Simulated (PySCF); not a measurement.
**How methods differ on the electron affinity of Tl**

Tl⁻ [Xe] 4f14 5d10 6s2 6p2 (3P) → Tl [Xe] 4f14 5d10 6s2 6p1 (2P), as a difference of total energies. Calculation: PySCF 2.14, in aug-cc-pwCVDZ-PP with ECP60MDF (6s5p4d1f, 48 functions); scalar relativity through the core potential. Correlated levels: valence: 5s2 5p6 5d10 frozen; valence and next inner shell: nothing frozen outside the core potential. The calculations carry no spin-orbit coupling.

| method | electron affinity (eV) |
| --- | --- |
| UHF | -0.003 |
| LDA | 0.598 |
| PBE | 0.476 |
| PBE0 | 0.418 |
| r2SCAN | 0.482 |
| B2PLYP | 0.277 |
| PBEsol | 0.472 |
| r2SCANh | 0.472 |
| MN15 | 0.415 |
| MP2 (valence) | 0.214 |
| SCS-MP2 (valence) | 0.131 |
| MP2 (valence and next inner shell) | 0.243 |
| SCS-MP2 (valence and next inner shell) | 0.131 |

Spin-orbit coupling is strong in these open shells (close to jj coupling). The scalar numbers leave it out and a first-order estimate fails, so it can dominate the gap to the real levels.

Errors of the correlated levels include the incompleteness of this basis and the frozen core.

A negative affinity means that the anion lies above the atom at that level of theory.

In the anion the highest occupied orbital energy is positive at LDA, PBE, PBE0, r2SCAN, B2PLYP, PBEsol, r2SCANh, MN15, a self-interaction effect; the basis confines that electron, and the energy difference can still be sensible.

For comparison: 0.320 eV (measured; photodetachment measurements, as compiled on the Wikipedia data page of electron affinities).
